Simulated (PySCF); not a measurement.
Vertical excitations of a molecule C₅H₉F from TDA-PBE/def2-SVPD in PySCF, as energy in eV (oscillator strength): 6.18 (0.017), 7.00 (0.096), 7.03 (0.024), 7.06 (0.049), 7.14 (0.080), 7.31 (0.038), 7.60 (0.135), 7.72 (0.005), 8.03 (0.026), 8.06 (0.008). Lowest triplet (TDA): 4.42 eV. Geometry optimised at ωB97X-D3(BJ)/def2-SVP. The values are those of a single conformer.

**Question.** Which structure fits?
(A) C=C(C)[C@H](C)F
(B) CC1(F)CCC1
(C) C=CC[C@H](C)F
(D) C[C@@H]1C(F)[C@H]1C

**Answer.** A, C=C(C)[C@H](C)F
